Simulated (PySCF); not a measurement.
All values below come from TPSSh-D3(BJ)/def2-TZVP // r2SCAN-D4/def2-SVP in PySCF. Isolated molecules, 0 K electronic values unless said otherwise. One relaxed conformer stands for a flexible species; it need not be the lowest. 

Reference species: [Y(F)(NH2)2] (neutral, multiplicity 1).

| Property | Result |
|---|---|
| coordination number | 3 |
| HOMO | -5.93 eV |
| LUMO | -1.69 eV |

Changed species: [Y(F)3] (0 of 3 F replaced by NH2; the reference has 2 of 3 F replaced by NH2).

Question: What does the change do to the coordination number, HOMO and LUMO?

Answer: the coordination number is nearly the same; the HOMO decreases by 3.48 eV, to -9.41 eV; the LUMO falls by 0.92 eV, to -2.61 eV.
